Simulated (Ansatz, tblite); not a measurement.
Isomers of CuSi6⁺ (singlet), found by a short tight-binding search and relaxed with B3LYP-D4/def2-SVP in Ansatz.

The xTB rows come from tblite. HSE06 is defined as in plane-wave codes, on full-range PBE exchange.

Run but left out: HF/def2-SVP (A: restricted singlet, unstable in another Hartree–Fock run and untested here); MP2/def2-SVP, CCSD/def2-SVP, CCSD(T)/def2-SVP (B: restricted singlet, unstable towards broken spin symmetry); MP2/def2-SVP, CCSD/def2-SVP, CCSD(T)/def2-SVP (C: restricted singlet, unstable towards broken spin symmetry).

A: The restricted singlet is unstable towards broken spin symmetry in Hartree–Fock (as tested in another run); at r2SCAN-D4/def2-TZVP, B97M-V/def2-TZVP, PBE0-D4/def2-TZVP, HSE06-D4/def2-TZVP this wasn't settled. B: The restricted singlet is unstable towards broken spin symmetry in Hartree–Fock (as tested in another run); at PBE-D4/def2-TZVP, r2SCAN-D4/def2-TZVP, B97M-V/def2-TZVP, PBE0-D4/def2-TZVP and others this wasn't settled. C: The restricted singlet is unstable towards broken spin symmetry in Hartree–Fock (as tested in another run); at PBE-D4/def2-TZVP, r2SCAN-D4/def2-TZVP, B97M-V/def2-TZVP, PBE0-D4/def2-TZVP and others this wasn't settled.

Other spin states weren't relaxed.

A:

```xyz
7

Cu    1.003   -2.056   -0.414
Si    0.241   -0.515    1.165
Si    1.437    1.524    1.160
Si    1.024    0.033   -1.608
Si   -2.101    0.265    1.007
Si   -1.181   -0.738   -0.972
Si   -0.425    1.486   -0.338
```

B:

Cartesian coordinates in Å:
```
Cu 0.365 -1.545 1.602
Si -2.222 0.711 -0.595
Si 1.787 1.331 -0.910
Si -0.231 0.499 -1.958
Si 2.175 -0.467 0.529
Si -0.048 0.557 0.488
Si -1.826 -1.086 0.843
```

C:

Cartesian coordinates in Å:
```
Cu 0.7391 -1.9610 0.5834
Si -3.0215 -0.3050 0.4837
Si -1.5290 -1.9419 0.8613
Si 1.6206 0.0376 -0.2167
Si -0.8232 0.2173 0.0291
Si 2.6610 1.9215 -0.9959
Si 0.3530 2.0315 -0.7449
```

Task: Estimate their order by electronic energy at PBE0-D4/def2-TZVP, counted from the lowest.

Result: A (0.00) < B (1.03) < C (1.46), in eV.

Task: Do the other levels pick the same lowest one?

Result: Not GFN1-xTB, GFN2-xTB. Energies above each level's lowest (eV):

```json
{"level": "GFN1-xTB", "A": "0.73", "B": "0.00", "C": "0.28"}
{"level": "GFN2-xTB", "A": "2.56", "B": "1.11", "C": "0.00"}
{"level": "PBE-D4/def2-TZVP", "A": "0.00", "B": "0.82", "C": "1.30"}
{"level": "r2SCAN-D4/def2-TZVP", "A": "0.00", "B": "0.86", "C": "1.20"}
{"level": "B97M-V/def2-TZVP", "A": "0.00", "B": "1.02", "C": "1.37"}
{"level": "PBE0-D4/def2-TZVP", "A": "0.00", "B": "1.03", "C": "1.46"}
{"level": "HSE06-D4/def2-TZVP", "A": "0.00", "B": "1.01", "C": "1.44"}
```
Point groups (tolerance 0.1 Å): A not assigned, B Cs, C Cs. Lower isomers may exist.
